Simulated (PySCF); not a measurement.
1,1-dibromo-2-chloroethene (C2HBr2Cl), SMILES ClC=C(Br)Br.

Geometry: B3LYP-D3(BJ)/def2-SVP.

The numbers are results of TDDFT-PBE/def2-SVPD in PySCF 2.14.0, not measurements.

Vertical excitations. The molecule is in vacuum. State labels are in the subgroup Cs.

| state | symmetry | energy (eV) | λ (nm) | f | main pairs |
|---|---|---|---|---|---|
| S1 | A" | 4.24 | 292 | 0.000 | HOMO→LUMO 99 % |
| S2 | A" | 4.69 | 264 | 0.000 | HOMO→LUMO+2 99 % |
| S3 | A' | 5.25 | 236 | 0.047 | HOMO−1→LUMO 70 %, HOMO→LUMO+1 20 % |
| S4 | A" | 5.26 | 236 | 0.000 | HOMO−1→LUMO+1 100 % |
| S5 | A' | 5.35 | 232 | 0.146 | HOMO→LUMO+1 65 %, HOMO−1→LUMO 21 % |
| S6 | A' | 5.62 | 220 | 0.019 | HOMO−1→LUMO+2 88 % |
| S7 | A" | 5.63 | 220 | 0.000 | HOMO−2→LUMO 98 % |
| S8 | A' | 5.92 | 210 | 0.032 | HOMO−3→LUMO 74 %, HOMO−4→LUMO 12 % |
| S9 | A' | 5.93 | 209 | 0.070 | HOMO−2→LUMO+1 79 % |
| S10 | A" | 5.97 | 208 | 0.000 | HOMO−3→LUMO+1 97 % |
| T1 | A' | 3.63 | 342 | 0 | HOMO→LUMO+1 98 % |
| T2 | A" | 3.87 | 320 | 0 | HOMO→LUMO 99 % |
| T3 | A" | 4.34 | 286 | 0 | HOMO→LUMO+2 99 % |
| T4 | A' | 4.76 | 260 | 0 | HOMO−1→LUMO 98 % |
Triplets are in the Tamm–Dancoff approximation, which puts them higher than full response would, so one can lie above its singlet here.
